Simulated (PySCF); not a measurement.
PySCF 2.14 output of a UHF calculation on a single atom or ion in aug-cc-pVQZ-DK (6s5p4d3f2g, 80 functions), with the spin-free X2C one-electron Hamiltonian (Gaussian nucleus):

```
SCF conv_tol = 1e-09
number electrons alpha = 4  beta = 2
cycle= 1 E= -37.2919042024497  delta_E= -0.00373  |g|= 0.0236  |ddm|= 0.0441
cycle= 2 E= -37.2922294850056  delta_E= -0.000325  |g|= 0.00713  |ddm|= 0.0142
cycle= 3 E= -37.292265277141  delta_E= -3.58e-05  |g|= 0.000336  |ddm|= 0.00672
cycle= 4 E= -37.2922653793607  delta_E= -1.02e-07  |g|= 3.4e-05  |ddm|= 0.00057
cycle= 5 E= -37.292265380825  delta_E= -1.46e-09  |g|= 7.85e-06  |ddm|= 0.000124
cycle= 6 E= -37.292265380904  delta_E= -7.9e-11  |g|= 7.76e-07  |ddm|= 4.05e-05
converged SCF energy = -37.292265380904  <S^2> = 2.0059478  2S+1 = 3.0039626
```

The run itself started from symmetry-adapted Hartree-Fock orbitals and held the occupation by maximum overlap, so the iterations belong to that start.

Problem. Which element, charge and spin multiplicity is this?

Solution. C (carbon, neutral), multiplicity 3; the state was [He] 2s2 2p1 3d1, one real determinant (an excited configuration).

⟨L²⟩ = 8.02 against 12 for a pure F term, so this real determinant mixes terms. The outer electron is Rydberg-like, and this basis confines it to a smaller radius and binds it less than a complete one would. At UHF the highest occupied level has a positive energy, so only the finite basis holds that electron; for this excited configuration the basis is too tight for the outer shell.
